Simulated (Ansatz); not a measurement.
Program: Ansatz. Geometries: PBE0-D4/def2-TZVP. ΔE: electronic, gas phase. CCSD(T)/CBS is the MP2 limit (def2-TZVPP, def2-QZVPP) plus CCSD(T) − MP2 in def2-TZVPP, frozen cores. DFT in def2-TZVPP.

Reaction (isomerisation): `C[C@H]1B[C@@H]1F` → `B/C=C(/C)F`

| level | ΔE (kcal/mol) |
| --- | --- |
| ωB97M-V | -27.5 |
| B2PLYP | -30.5 |
| PBE0 | -25.8 |
| CCSD/def2-TZVPP | -29.3 |

**Question.** What does CCSD(T)/CBS give? (Best estimate.)

**Answer.** The calculation gave: -28.7 kcal/mol. The listed levels differ from it by 1.2, -1.8, 2.9, -0.6 kcal/mol.

Largest T1 diagnostic among the species: 0.012.

In def2-TZVPP, CCSD(T) changes the Hartree–Fock value by +4.7 kcal/mol (the triples alone add −0.4 kcal/mol) and MP2 by +5.8 kcal/mol.
